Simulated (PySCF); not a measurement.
## Radial density of S³⁺ (sulfur, charge +3)

BLYP, [Ne] 3s2 3p1, 2P determinant. Computed with PySCF 2.14 in aug-cc-pwCVDZ, with no relativity, point nucleus.

```csv
r (bohr),4πr²ρ (e/bohr),4πr²(ρα − ρβ)
0.00136,0.05939,0.0000
0.00229,0.1636,0.0000
0.00385,0.4393,0.0000
0.00648,1.144,0.0000
0.0109,2.809,0.0000
0.0183,6.278,0.0002
0.0308,11.94,0.0011
0.0518,17.48,0.0064
0.0872,17.12,0.0294
0.147,12.20,0.0974
0.247,15.07,0.1748
0.415,16.39,0.0782
0.698,5.735,0.0516
1.17,2.453,0.6026
1.97,1.359,0.5019
3.32,0.06863,0.0329
5.59,0.0001432,0.0001
9.40,1.098e-05,0.0000
```
